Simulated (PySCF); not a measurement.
Br (bromine, neutral) across methods

[Ar] 3d10 4s1 4p6, 2S determinant (an excited configuration). Calculation: PySCF 2.14, in x2c-TZVPPall (6s5p4d1f, 48 functions); scalar relativity by spin-free X2C-1e. The B2PLYP total includes its PT2 part (frozen core); its orbital energies are those of the SCF part.

```tsv
method	E (hartree)	mean ε 4s α (eV)	mean ε 4p α (eV)	mean ε 4p β (eV)	Σ⟨r²⟩ (bohr²)	⟨S²⟩
B2PLYP	-2605.299	-26.522	-11.686	-9.682	41.16	0.761
LDA	-2602.027	-21.513	-8.928	-8.201	40.79	0.752
PBE0	-2605.438	-23.943	-10.340	-8.999	40.78	0.755
r2SCAN	-2605.717	-22.400	-9.329	-8.231	40.70	0.757
PBE	-2605.404	-21.347	-8.807	-8.008	40.77	0.752
M06-L	-2605.638	-22.276	-9.239	-7.853	40.94	0.758
BP86	-2606.088	-21.486	-8.918	-8.153	40.78	0.752
revPBE	-2605.584	-21.304	-8.777	-7.949	40.71	0.753
UHF	-2603.85945	-30.938	-14.159	-10.762	41.61	0.779
```
